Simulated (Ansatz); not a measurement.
```yaml
crystal:
  periodic: [false, false, false]
  atoms:
    - {symbol: O, position_ang: [1.441951, -2.175762, -0.742918]}
    - {symbol: S, position_ang: [0.223944, -2.660856, -1.391755]}
    - {symbol: O, position_ang: [0.156865, -4.480217, -1.083401]}
    - {symbol: N, position_ang: [-0.914485, -1.929612, -0.331632]}
    - {symbol: S, position_ang: [-2.297191, -1.999240, -0.963245]}
    - {symbol: O, position_ang: [-2.766889, -2.502145, -2.103758]}
    - {symbol: O, position_ang: [-3.140647, -0.854844, -0.245139]}
    - {symbol: C, position_ang: [-2.957610, -3.368558, 0.274551]}
    - {symbol: F, position_ang: [-2.183262, -3.507588, 1.441663]}
    - {symbol: F, position_ang: [-2.749613, -4.457911, -0.290057]}
    - {symbol: F, position_ang: [-4.251539, -3.344423, 0.336250]}
    - {symbol: C, position_ang: [0.411256, -2.647445, -3.368395]}
    - {symbol: F, position_ang: [1.288333, -2.702872, -3.509877]}
    - {symbol: F, position_ang: [-0.533872, -3.558093, -3.849719]}
    - {symbol: F, position_ang: [-0.285592, -1.580567, -3.322818]}
    - {symbol: C, position_ang: [-2.821500, 1.144392, 3.122664]}
    - {symbol: C, position_ang: [-1.900363, 2.030238, 2.086291]}
    - {symbol: C, position_ang: [-1.006069, 1.812975, 1.781537]}
    - {symbol: C, position_ang: [-0.572002, 0.461279, 1.571926]}
    - {symbol: S, position_ang: [0.900877, -0.232448, 0.481328]}
    - {symbol: C, position_ang: [2.070418, 0.756863, 1.174633]}
    - {symbol: C, position_ang: [2.083874, 1.644967, 2.715303]}
    - {symbol: C, position_ang: [3.226317, 2.211994, 3.233716]}
    - {symbol: C, position_ang: [4.491288, 2.416281, 2.142864]}
    - {symbol: C, position_ang: [3.980199, 1.822359, 1.018083]}
    - {symbol: C, position_ang: [3.033272, 1.155396, 0.467314]}
    - {symbol: S, position_ang: [3.138374, 0.635746, -1.205016]}
    - {symbol: C, position_ang: [1.816517, 0.841817, -2.006306]}
    - {symbol: C, position_ang: [1.554515, 1.418669, -2.980191]}
    - {symbol: C, position_ang: [0.419843, 1.806104, -3.640724]}
    - {symbol: C, position_ang: [-0.862888, 1.511747, -3.084138]}
    - {symbol: C, position_ang: [-0.548701, 0.972600, -1.557315]}
    - {symbol: C, position_ang: [0.587544, 0.695537, -0.924383]}
    - {symbol: C, position_ang: [-1.185772, -0.625560, 2.196332]}
    - {symbol: C, position_ang: [-2.560157, -0.185545, 2.751137]}
    - {symbol: H, position_ang: [-3.935304, 1.442473, 3.357918]}
    - {symbol: H, position_ang: [-2.692781, 2.933960, 2.275866]}
    - {symbol: H, position_ang: [-0.526889, 2.525688, 0.926476]}
    - {symbol: H, position_ang: [1.438635, 1.604537, 3.278799]}
    - {symbol: H, position_ang: [3.270336, 2.433561, 4.009943]}
    - {symbol: H, position_ang: [4.919306, 2.862861, 2.868247]}
    - {symbol: H, position_ang: [4.838322, 2.037602, 0.592764]}
    - {symbol: H, position_ang: [2.512242, 1.878633, -3.632831]}
    - {symbol: H, position_ang: [0.337899, 2.304485, -4.672458]}
    - {symbol: H, position_ang: [-1.902109, 1.745361, -3.228897]}
    - {symbol: H, position_ang: [-1.652081, 0.659421, -0.773182]}
    - {symbol: H, position_ang: [-0.943302, -1.488494, 1.792580]}
    - {symbol: H, position_ang: [-2.686161, -1.019271, 3.556625]}
basis:
  gaussian: {orbitals: STO-3G}
hamiltonian: {xc: {name: B3LYP5}}
output: {forces: true}
```

```sh
$ ansatz run in.yaml --threads 2 --pin off --events-out ev --progress --plain --max-ram 32768MiB --backend cuda --devices 0, --max-vram 18GiB
```

It prints (some lines left out):

```
Functional definition: B3LYP5
2880 factors; integrals over basis functions are off by at most 4.8e-5 eV
mean field evaluation 1: about -89011.0033 eV, gradient 1.0e2 eV
mean field evaluation 2: about -88428.6938 eV, gradient 2.8e2 eV
mean field evaluation 4: about -88863.3407 eV, gradient 1.4e2 eV
mean field evaluation 8: about -89043.3059 eV, gradient 4.3e1 eV
mean field evaluation 16: about -89051.0335 eV, gradient 1.0e-3 eV
mean field evaluation 32: about -89009.7656 eV, gradient 7.8e1 eV
mean field evaluation 64: about -89050.7707 eV, gradient 3.8e0 eV
mean field evaluation 96: about -89049.6439 eV, gradient 9.9e0 eV
mean field -89051.03352792 eV, -3272.5651211925 hartree, gradient 8.7e-6 eV, S^2 0.000000; 10 other end points of the search recorded, 0 dependent functions left out
reference -89051.03395557 eV, -3272.5651369083 hartree; 145, 145 occupied and 59, 59 virtual orbitals, 2880 factors
Total energy: -89051.03395557 eV, -3272.5651369083 hartree
Atom 0 force    10.558265     3.640135     3.520011 eV/Å
Atom 1 force    -5.360313   -11.713423     1.238099 eV/Å
Atom 2 force    -0.162697     2.540929    -0.626206 eV/Å
Atom 3 force     8.315312     2.612126     4.269764 eV/Å
Atom 4 force    -3.031471     8.361820    17.216123 eV/Å
Atom 5 force    -7.301072    -9.091043   -22.323184 eV/Å
Atom 6 force    -0.822740     4.191169     0.687209 eV/Å
Atom 7 force     3.309193     4.108204     3.546016 eV/Å
Atom 8 force    -0.296790     1.308029     1.837743 eV/Å
Atom 9 force     2.907047   -10.682780    -6.174304 eV/Å
Atom 10 force    -7.140972     1.863484     2.312475 eV/Å
Atom 11 force  -106.422937     1.497707    19.001428 eV/Å
Atom 12 force   111.227483    -7.299414   -20.938053 eV/Å
Atom 13 force    -0.043702    -2.145096    -1.342504 eV/Å
Atom 14 force    -4.812981    10.400923    -3.273505 eV/Å
Atom 15 force    -0.267228    -1.548062    -4.592451 eV/Å
Atom 16 force   -74.698988    19.752743    31.321858 eV/Å
Atom 17 force    67.588551   -12.949351   -30.315668 eV/Å
Atom 18 force     1.548842    -5.029368     1.889888 eV/Å
Atom 19 force    -4.482740    -3.102799     3.077743 eV/Å
Atom 20 force    -3.740549     4.396914    11.374335 eV/Å
Atom 21 force    15.606604    -1.632207   -14.310690 eV/Å
Atom 22 force    -1.006697    -8.509959   -30.531917 eV/Å
Atom 23 force   -13.828428    -6.133649     1.821486 eV/Å
Atom 24 force     9.603791     6.467689     4.614596 eV/Å
Atom 25 force    -1.511960    -2.084152    -5.965517 eV/Å
Atom 26 force    12.722559    -2.579401     0.930974 eV/Å
Atom 27 force    -6.296689    -7.445628    19.338903 eV/Å
Atom 28 force     3.162388    11.398389   -20.562405 eV/Å
Atom 29 force    -8.285677     1.022232    -3.053924 eV/Å
Atom 30 force     5.822946    -1.392479     5.823790 eV/Å
Atom 31 force    -8.919683    -0.189511     0.621166 eV/Å
Atom 32 force     2.316296     1.249253    -7.819583 eV/Å
Atom 33 force    -3.219067    10.350968    -0.166218 eV/Å
Atom 34 force     3.201344    -3.399681     5.281277 eV/Å
Atom 35 force     2.592911    -0.167816     0.068765 eV/Å
Atom 36 force     3.497575    -0.991549    -2.216122 eV/Å
Atom 37 force     0.111259    -1.251602     2.357507 eV/Å
Atom 38 force   -15.731713    -1.801302    12.188785 eV/Å
Atom 39 force     1.471443     8.182808    26.451083 eV/Å
Atom 40 force     7.025535     4.588665     4.080306 eV/Å
Atom 41 force     4.949449     0.221643    -6.759390 eV/Å
Atom 42 force    -2.480858    -1.715203     1.911499 eV/Å
Atom 43 force     1.159921    -0.680605     1.511241 eV/Å
Atom 44 force    -0.777706     0.337888    -0.988566 eV/Å
Atom 45 force     2.927678     0.689875    -2.927563 eV/Å
Atom 46 force     1.049381    -6.649366    -1.720777 eV/Å
Atom 47 force    -2.032113     1.001854    -1.685523 eV/Å
Dipole moment:     1.265000     1.452564    -0.610732 e Å
```

Hardware: 2 threads of AMD EPYC 7R13 on a shared host and a share (18 GiB) of an NVIDIA H100 80GB HBM3. Wall time 20 s, peak host memory 1.6 GiB.
